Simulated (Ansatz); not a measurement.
Geometry optimisation, RKS PBE0-D4/def2-SVP (Ansatz).

The input (input.yaml):

```yaml
crystal:
  periodic: [false, false, false]
  atoms:
    - { symbol: Ga, position_ang: [-0.84499, -0.004551, 0.745674] }
    - { symbol: H, position_ang: [1.851671, 0.006472, 1.386786] }
    - { symbol: "N", position_ang: [2.265202, 0.000609, 0.438151] }
    - { symbol: H, position_ang: [1.941545, -0.825131, -0.060108] }
    - { symbol: H, position_ang: [1.943563, 0.821493, -0.06961] }
    - { symbol: Cl, position_ang: [-0.845892, 0.001108, -1.485394] }
basis:
  gaussian: { orbitals: def2-SVP }
hamiltonian:
  xc: pbe0
  dispersion: d4
relax:
  f_tol: 0.03
  max_steps: 50
```

Run as:

```bash
$ ansatz run input.yaml --threads 1 --pin off --max-ram 2048MiB --backend cpu --events-out ev --progress --plain --runs-dir out
```

Problem. Where does it end, and by what steps?

Solution. It converged. After 19 steps the energy has fallen by 0.050 eV; Cl6 moved furthest, 0.64 Å.

| step | energy less start (eV) | largest force component (eV/Å) | accepted |
| --- | --- | --- | --- |
| 0 | 0.0000 | 0.709 | yes |
| 1 | 0.0041 | 1.029 | no |
| 2 | -0.0072 | 0.447 | yes |
| 3 | -0.0110 | 0.452 | yes |
| 4 | -0.0120 | 0.258 | yes |
| 5 | -0.0140 | 0.198 | yes |
| 6 | -0.0157 | 0.087 | yes |
| 7 | -0.0163 | 0.061 | yes |
| 8 | -0.0172 | 0.100 | yes |
| 9 | -0.0175 | 0.123 | yes |
| 10 | -0.0182 | 0.103 | yes |
| 11 | -0.0004 | 0.883 | no |
| 12 | -0.0229 | 0.089 | yes |
| 13 | -0.0270 | 0.246 | yes |
| 14 | -0.0255 | 0.542 | no |
| 15 | -0.0332 | 0.214 | yes |
| 16 | -0.0396 | 0.147 | yes |
| 17 | -0.0448 | 0.289 | yes |
| 18 | -0.0465 | 0.264 | yes |
| 19 | -0.0505 | 0.028 | yes |

```xyz
6
Properties=species:S:1:pos:R:3
Ga -0.748 -0.437 0.616
H 1.931 0.415 1.282
N 2.173 -0.001 0.388
H 2.078 -1.011 0.412
H 1.644 0.411 -0.377
Cl -0.767 0.623 -1.365
```

Whether the end is a true minimum wasn't checked by a vibrational analysis.

Run time: 23 s on 1 thread of AMD EPYC 9R45 96-Core Processor (Zen 5), on a shared host, peak memory 0.17 GiB.
